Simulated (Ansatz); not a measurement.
InHF (SMILES [F][InH]): the vertical ionisation energy from total energies

InHF has 3 atoms, charge 0, and is taken as a doublet. As SMILES, `[F][InH]`. The coordinates come from a PBE0-D4/def2-TZVP relaxation.

```xyz
3

F     1.0884    0.9895    0.6943
In   -0.5225    0.3551   -0.2448
H    -0.5769   -1.4094   -0.4628
```

Both states at this one shape; open shells run unrestricted unless said. 1 Eh = 27.2114 eV.

| level | program | doublet InHF (Eh) | singlet InHF+ (Eh) |
| --- | --- | --- | --- |
| U-revPBE/STO-3G | Ansatz | -5783.428222 | -5783.251574 |
| UBHLYP/STO-3G | Ansatz | -5783.934299 | -5783.746880 |
| UPBE0/STO-3G | Ansatz | -5783.427913 | -5783.242807 |

Q: Work out the vertical ionisation energy at each level.

A: 
1. U-revPBE/STO-3G: -5783.251574 − (-5783.428222) = 0.176648 Eh = 4.81 eV.
2. UBHLYP/STO-3G: -5783.746880 − (-5783.934299) = 0.187419 Eh = 5.10 eV.
3. UPBE0/STO-3G: -5783.242807 − (-5783.427913) = 0.185106 Eh = 5.04 eV.

No measured value is set beside it here; the levels span 4.81 to 5.10 eV. Spin-orbit coupling, which splits open shells on such heavy atoms by tenths of an eV, is left out. Minimal sets are far from the basis-set limit. All-electron rows are non-relativistic unless named.
